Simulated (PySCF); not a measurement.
# C2H10OPSi2: g tensor and hyperfine couplings

Compound: C2H10OPSi2 (doublet state).
Atom-mapped SMILES: `[CH3:1][CH2:2][O:3][SiH2:4][SiH2:5][PH:6]` (hydrogens: H7, H8, H9 on C1; H10, H11 on C2; H12, H13 on Si4; H14, H15 on Si5; H16 on P6)

Geometry (GFN2-xTB, Å), atoms numbered from 1 in this order:
```
atom  x, y, z in Å
C1    -2.658   -0.460   -0.243
C2    -1.822    0.810   -0.241
O3    -0.514    0.591    0.206
Si4    0.672   -0.302   -0.432
Si5    2.358    0.243    1.050
P6     4.110   -1.028    0.605
H7    -2.641   -0.915    0.744
H8    -3.685   -0.227   -0.510
H9    -2.255   -1.170   -0.961
H10   -2.261    1.550    0.438
H11   -1.792    1.238   -1.249
H12    0.326   -1.731   -0.495
H13    0.907    0.076   -1.837
H14    2.742    1.664    0.983
H15    2.037   -0.015    2.460
H16    4.469   -0.315   -0.528
```

The hyperfine couplings belong to this conformer and change with its torsions.

Method: UKS B3LYP, pcH-1 on C H O P Si, non-relativistic, mean-field spin-orbit, GIAO (PySCF 2.14.0). One conformer (not necessarily the lowest) at the GFN2-xTB geometry, without solvent, vibrations or thermal averaging. The geometry wasn't refined by DFT: couplings that depend on bond lengths, twists or pyramidal angles can differ widely from those at the functional's own minimum, by a factor of two or more for some ions and for spin on atoms past the first row. The SCF solution wasn't tested for stability.

- g1, g2, g3: 2.00212, 2.00945, 2.02478
- g_iso: 2.01212
- Form of g: rhombic: the two nearest values differ by 32 % of g3 − g1
- ⟨S²⟩: 0.7535 (exact 0.7500)
- HOMO–LUMO gap, α and β orbitals: 6.02, 3.58 eV
- Total energy: -1077.83263 Eh

Isotropic coupling and dipolar principal values T1 to T3, in G (MHz turned into gauss with g_iso; 10 G = 1 mT):

```tsv
atom	isotope	a_iso	of which spin–orbit	T1	T2	T3	Mulliken spin population
C1	13C	0.0	0.0	0.0	0.0	0.1	0.00
C2	13C	0.8	0.0	-0.1	-0.1	0.3	0.00
O3	17O	-4.1	0.0	-0.5	0.2	0.2	0.00
Si4	29Si	-26.2	0.0	-3.4	1.7	1.8	0.05
Si5	29Si	8.9	-0.1	-0.8	-0.1	0.9	-0.04
P6	31P	39.0	0.0	-110.2	-104.5	214.7	0.99
H7	1H	0.0	0.0	-0.1	-0.1	0.2	0.00
H8	1H	0.1	0.0	-0.1	-0.1	0.1	0.00
H9	1H	0.0	0.0	-0.1	-0.1	0.2	0.00
H10	1H	0.0	0.0	-0.1	-0.1	0.2	0.00
H11	1H	-0.1	0.0	-0.2	-0.1	0.3	0.00
H12	1H	-0.4	0.0	-0.6	-0.3	0.9	0.00
H13	1H	0.9	0.0	-0.5	-0.3	0.8	0.00
H14	1H	16.9	0.0	-0.8	-0.4	1.3	0.02
H15	1H	2.5	0.0	-0.7	-0.6	1.4	0.00
H16	1H	-12.2	0.1	-6.2	1.2	5.0	-0.03
```

The largest Mulliken spin population is on P6 (+0.99).

Under fast tumbling the dipolar parts average out, and these isotropic splittings remain: 1 × 31P (P6, I = 1/2, 2 lines) with 3.90 mT, 1 × 1H (H16, I = 1/2, 2 lines) with 1.22 mT and 2 × 1H (H14/H15, I = 1/2, 3 lines) with 0.97 mT.

Means are taken over nuclei equivalent by connectivity, which assumes that they swap fast. The 1H value of +27.3 MHz is a mean of couplings from 7.0 to 47.6 MHz in this one geometry, not an average over conformers.

The 17O coupling of O3 (-11.6 MHz) shows only in satellite lines or after enrichment, since that isotope makes up about 0.038 % of natural oxygen.

The 29Si coupling of Si4 (-73.8 MHz) shows only in satellite lines or after enrichment, since that isotope makes up about 4.7 % of natural silicon.

Examples of negative spin density at the nucleus (bohr⁻³): Si5 (-0.0283) and H16 (-0.0077).
